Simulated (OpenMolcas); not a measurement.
V2+.

```
Program             : OpenMolcas 26.06
Basis               : ANO-RCC-VTZP [6s5p3d2f1g]
Scalar Hamiltonian  : DKH2, point nucleus
Active space        : 3 electrons in 6 orbitals (3d 4s)
State averaging     : 2S+1 = 4 even, 20 roots; 2S+1 = 2 even, 64 roots
Spin-orbit coupling : state interaction with AMFI integrals over the reference wave functions, term energies averaged over their components
```

Two sets of levels on these reference wave functions, in cm⁻¹ above 3d³ ⁴F_3/2: one from CASSCF and one from MS-CASPT2, IPEA 0.25 Eh, imaginary shift 0.1 Eh (closed shells correlated: 3s 3p).

```csv
Level,Set 1,Set 2
3d³ ⁴F_3/2,0.0,0.0
3d³ ⁴F_5/2,162,161
3d³ ⁴F_7/2,385,383
3d³ ⁴F_9/2,663,662
3d³ ²G_7/2,12020,14100
3d³ ²G_9/2,12250,14340
3d³ ⁴P_1/2,11800,15320
3d³ ⁴P_3/2,11870,15390
3d³ ⁴P_5/2,12060,15580
3d³ ²P_1/2,15530,18960
3d³ ²P_3/2,15570,19080
3d³ ²H_9/2,17100,19090
3d³ ²H_11/2,17280,19280
3d³ ²D_3/2(1),16590,20770
3d³ ²D_5/2(1),16720,20960
3d³ ²F_7/2,28230,33840
```

Which set is which?

Set 1 is MS-CASPT2. Its levels of the other terms of 3d³ lie at 0.77 to 0.90 of the other set's values, as expected, since terms of lower spin or lower L gain more correlation energy than the Hund ground term. Against 15 measured levels (Sugar and Corliss, J. Phys. Chem. Ref. Data 7, 1191 (1978)) the mean absolute deviation is 190 cm-1 with it and 2800 cm-1 without; single levels miss by up to 510 cm-1 with it.

CASPT2 breaks the degeneracy within a term, and the mean is taken; among the terms shown or strongly mixed into the levels shown the widest spread is 1200 cm-1 (3d³ ⁴F, MS-CASPT2). Without dynamic correlation excited terms often stand tens of per cent too high (terms of higher spin than the ground term too low), and those without a measured partner can miss by more than the paired ones (holds for CASSCF). Some levels mix across a computed gap that differs much from the measured one, so their mixing is not that of the real levels (holds for CASSCF). The CASPT2 spread within a term exceeds the gap to the next term for 3d³ ⁴P and 3d³ ²G, so the order of their levels is uncertain (holds for MS-CASPT2). Measured partners are found by configuration, term and J. A level has none where our copy of the source lacks it or the pairing is in doubt (some pairs that miss far off the trend of their configuration count as doubtful), and it then counts in no deviation. Levels of configurations outside the active space are missing. Levels that lie high or do not pair safely by name in every column are left out.

A number in round brackets counts repeated terms of one configuration in the order of the reference energies.
